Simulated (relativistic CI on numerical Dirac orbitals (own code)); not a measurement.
Computed by Dirac-Coulomb-Breit CI, separate exchange-only KLI orbitals for each configuration, model QED, unscaled Slater integrals (own radial code, finite nucleus).

CI space (outside the closed core [Ne]): 3s²3p⁶3d, 3s²3p⁵3d², 3s3p⁶3d², 3s²3p⁶4s, 3s²3p⁶4p, 3s²3p⁶4d, 3s²3p⁵3d4s, 3s²3p⁶4f, 3s²3p⁵3d4p, 3s²3p⁵3d4d, 3s3p⁶3d4s, 3p⁶3d²4p, 3s²3p⁵3d4f, 3s3p⁶3d4p, 3s3p⁶3d4d, 3s²3p⁶5s, 3s3p⁶3d4f, 3s²3p⁶5p, 3s²3p⁶5d, 3s²3p⁶5f, 3s²3p⁶5g, 3p⁶3d³, 3p⁵3d⁴, 3p⁵3d³4s, 3p⁶3d²4s, 3p⁵3d²4s², 3p⁶3d²4d, 3p⁵3d³4d, 3p⁵3d²4s4d. Double excitations out of closed p, d and f shells are left out; levels of such configurations are missing from the list, as are those of other unlisted configurations, and high levels can miss mixing partners. These lack a partner that the ground configuration has and come out too high: 3s²3p⁵3d4p, 3s²3p⁵3d4f.

At this charge energies of transitions that change n are usually good to better than 1 %, and those within a shell (Δn = 0) to a few per cent.

Outline of the computed level scheme of Eu XLV. Lowest level of each configuration: 3s²3p⁶3d ²D3/2 at 0.000 eV; 3s²3p⁵3d² ⁴D°1/2 at 203.955 eV.

Some strong electric-dipole decays among the lowest 45 levels: 3s²3p⁵3d² ²D°3/2 → 3s²3p⁶3d ²D3/2 (2.6e+12 s⁻¹); 3s²3p⁵3d² ²D°5/2 → 3s²3p⁶3d ²D5/2 (2.2e+12 s⁻¹); 3s²3p⁵3d² ²P°1/2 → 3s²3p⁶3d ²D3/2 (1.6e+12 s⁻¹); 3s²3p⁵3d² ²P°3/2 → 3s²3p⁶3d ²D5/2 (1.3e+12 s⁻¹); 3s²3p⁵3d² ²F°7/2 → 3s²3p⁶3d ²D5/2 (7.4e+11 s⁻¹); 3s²3p⁵3d² ²F°7/2 → 3s²3p⁶3d ²D5/2 (7.3e+11 s⁻¹); 3s²3p⁵3d² ²P°3/2 → 3s²3p⁶3d ²D5/2 (6.9e+11 s⁻¹); 3s²3p⁵3d² ²D°5/2 → 3s²3p⁶3d ²D5/2 (5.9e+11 s⁻¹).

LS names give the leading component of a level, which can be under half, so a name can repeat, a term be missing and a line seem to break the LS rules.
